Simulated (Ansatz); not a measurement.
`[NH2][SnH]([OH])[SH]` and `[NH2][SnH2][OH]` differ in one atom or group.

Ansatz, PBE0-D4/def2-TZVP geometries, multiplicity 1. Each molecule was computed in one conformer, which needn't be the lowest.

Elements past krypton have def2 core potentials.

| property | `[NH2][SnH]([OH])[SH]` |
| --- | --- |
| HOMO energy (PBE0/def2-TZVPP) / eV | -7.48 |
| ideal-gas entropy at 298 K and 1 bar (rigid rotor, harmonic PBE0-D4/def2-TZVP) / J/(mol·K) | 378 |
| size of the dipole moment (B3LYP/def2-TZVPP) / D | 1.36 |
| LUMO energy (PBE/def2-TZVPP) / eV | -1.64 |
| HOMO–LUMO gap (PBE/def2-TZVPP) / eV | 4.49 |
| size of the dipole moment (PBE/def2-TZVPP) / D | 1.21 |

(1) Give the same properties after the change, and the shifts. (Best estimate.)

## Answers

(1) The calculation gave: 
| property | `[NH2][SnH2][OH]` | shift |
| --- | --- | --- |
| HOMO energy (PBE0/def2-TZVPP) / eV | -7.36 | 0.12 |
| ideal-gas entropy at 298 K and 1 bar (rigid rotor, harmonic PBE0-D4/def2-TZVP) / J/(mol·K) | 334 | -44 |
| size of the dipole moment (B3LYP/def2-TZVPP) / D | 2.66 | 1.30 |
| LUMO energy (PBE/def2-TZVPP) / eV | -0.94 | 0.70 |
| HOMO–LUMO gap (PBE/def2-TZVPP) / eV | 5.00 | 0.51 |
| size of the dipole moment (PBE/def2-TZVPP) / D | 2.47 | 1.26 |

With PBE0 the HOMO rises by 0.12 eV and the LUMO rises by 0.58 eV, so the gap widens by about 0.46 eV. PBE moves the HOMO by 0.19 eV and ωB97M-V by 0.00 eV. The zero-point energy changes by -7.5 kJ/mol with -3 modes. Dipoles are sizes alone; their direction can turn. Modes under 60 cm⁻¹, often nearly free rotors, make the harmonic entropy too high.

B3LYP here is the variant with VWN-RPA as its local correlation; programs differ in this.
